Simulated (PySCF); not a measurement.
## Sm³⁺ (samarium, charge +3) across methods

[Xe] 4f5, one real determinant. Computed with PySCF 2.14 in x2c-TZVPPall with one added diffuse shell each of s, p, d, f type (12s8p8d5f2g, 129 functions), with scalar relativity by spin-free X2C-1e.

```tsv
method	E (hartree)	mean ε 5p α (eV)	mean ε 5p β (eV)	mean ε 4f α (eV)	Σ⟨r²⟩ (bohr²)	⟨S²⟩
LDA	-10417.06	-50.901	-49.255	-34.162	36.22	8.752
PBE0	-10424.79	-52.610	-50.806	-36.939	36.16	8.752
UHF	-10421.39803	-57.195	-54.793	-45.092	36.20	8.754
r2SCAN	-10425.15	-51.450	-49.511	-34.393	36.16	8.754
```

(1) Estimate the same row for PBE.

⟨L²⟩ = 24.01 against 30 for a pure H term, so this real determinant mixes terms. Spin-orbit coupling, absent here, splits the open shell strongly.

Answers

(1) E (hartree) = -10424.81; mean ε 5p α (eV) = -50.688; mean ε 5p β (eV) = -49.006; mean ε 4f α (eV) = -33.979; Σ⟨r²⟩ (bohr²) = 36.23; ⟨S²⟩ = 8.752.
